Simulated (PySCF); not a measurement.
## Broadened absorption spectrum of C3H8F3NSi

Species: C₃H₈F₃NSi.
SMILES: `CN([SiH3])CC(F)(F)F`

Method used: TDDFT CAM-B3LYP/def2-SVPD, vertical, gas phase, core orbitals frozen in the response (PySCF). The structure is a single PBE0-D3(BJ)/def2-SVP conformer in the gas phase; no vibrational or solvent corrections. Torsions of this conformer, `[CH3:1][N:2]([SiH3:3])[CH2:4][C:5]([F:6])([F:7])[F:8]`: C1–N2–C4–C5 -81°, N2–C4–C5–F6 62°.

Each state is given a Gaussian of 0.4 eV full width at half maximum, with ε(max) = 2.175×10⁸ f / Δν̃ (Δν̃ the width in cm⁻¹). The width is an assumption, not a result. The curve ends short of the highest state used, and states not computed would add to its high-energy end.

(E (eV), ε (L mol⁻¹ cm⁻¹)): (5.56, 1), (5.63, 2), (5.70, 7), (5.78, 22), (5.85, 51), (5.93, 107), (6.00, 170), (6.08, 234), (6.15, 259), (6.22, 243), (6.30, 195), (6.37, 169), (6.45, 238), (6.52, 467), (6.60, 1004), (6.67, 1694), (6.74, 2426), (6.82, 2978), (6.89, 2980), (6.97, 2454), (7.04, 1802), (7.12, 1246), (7.19, 1149), (7.26, 1449), (7.34, 2104), (7.41, 2680), (7.49, 3027), (7.56, 2956), (7.64, 2563), (7.71, 2131), (7.78, 1751), (7.86, 1449), (7.93, 1320), (8.01, 1323), (8.08, 1415), (8.16, 1525)

(1) Where are the band maxima, and which computed states make them?

(2) On this curve, what absorbance would a 10⁻⁵ mol/L sample give at 193 nm over a 1 cm path?

(3) Coming from long wavelengths, where does ε first pass 100 L mol⁻¹ cm⁻¹?

(4) Does any computed singlet lie in the visible range?

Results:

(1) 201 nm (6.16 eV), ε about 260, made up of S1 (100%); 181 nm (6.86 eV), ε about 3000, made up of S2 (100%); 165 nm (7.51 eV), ε about 3000, made up of S4 (36%), S5 (53%) and S6 (10%) (ε in L mol⁻¹ cm⁻¹; maxima over ε = 5, shares over 10%). At its high-energy end, 8.16 eV, the curve is still rising (ε about 1500, from S7 and S8). The states used: S1 6.16 eV (f 0.0038); S2 6.85 eV (f 0.045); S3 7.15 eV (f 0.0008); S4 7.45 eV (f 0.017); S5 7.50 eV (f 0.024); S6 7.76 eV (f 0.014); S7 8.04 eV (f 0.0080); S8 8.25 eV (f 0.017); S9 8.59 eV (f 0.0091); S10 8.76 eV (f 0.015).

(2) 193 nm is 6.424 eV, where ε is about 200 L mol⁻¹ cm⁻¹, so A = ε c l ≈ 0.002 (Beer–Lambert, with the gas-phase spectrum and the assumed width).

(3) At about 209 nm (5.92 eV), 0.23 eV below S1.

(4) No computed singlet lies in the visible range (380 to 750 nm); the lowest, at 201 nm, stands 2.89 eV above its violet end (3.26 eV).

All these states lie below the vertical ionisation energy of 8.97 eV (ΔSCF).

Without π bonds the low states are Rydberg-like; a valence basis with one diffuse set may place them up to an eV too high.
